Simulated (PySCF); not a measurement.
HO3Ta, SMILES [O]=[Ta](=[O])[OH], multiplicity 1.

Geometry optimised at PBE0-D3(BJ)/def2-SVP. A frequency run showed that this geometry is not a minimum. The spin state was assumed, not searched. The def2 effective core potentials stand for the cores of Ta; spin–orbit coupling is left out. One conformer was computed; it need not be the lowest.

Two levels are set side by side: TDDFT-PBE/def2-SVPD (PySCF) and TDDFT-LC-ωPBE/def2-SVPD (PySCF). Vertical, same geometry. The lowest singlet is HOMO→LUMO 100 % with PBE and HOMO→LUMO 91 % with the other functional; states are paired by order. Differences are taken from unrounded values.

```json
[
 {"quantity": "lowest singlet excitation (eV)", "TDDFT-LC-ωPBE": "3.29", "TDDFT-PBE": "2.14", "TDDFT-PBE minus TDDFT-LC-ωPBE": "-1.15"},
 {"quantity": "lowest triplet excitation (TDA) (eV)", "TDDFT-LC-ωPBE": "3.20", "TDDFT-PBE": "2.05", "TDDFT-PBE minus TDDFT-LC-ωPBE": "-1.15"}
]
```

A lower first singlet is the usual sign of a functional without exact exchange. Differences between two approximate levels are no errors against the true value.

Rough cost on one machine, each run with all the roots and properties that it gave: TDDFT-LC-ωPBE against TDDFT-PBE about 5 times.
